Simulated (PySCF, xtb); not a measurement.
CCl₂, SMILES Cl[C]Cl (connectivity only; charge and spin as stated), neutral, multiplicity 1.

GFN2-xTB run with xtb at its own geometry gives an orbital gap of 1.83 eV and a dipole moment of 1.43 D.

Coordinates come from a PBE0-D3(BJ)/def2-TZVP optimisation. The isomer is the one that the SMILES or the coordinates give; other isomers of the formula were not compared.

Q: What does r2SCAN/def2-TZVPD in PySCF give? (An estimate is asked for; the answer gives what the named calculation found.)

A: gap 2.22 eV (levels -6.48 and -4.26 eV), dipole 1.14 D.
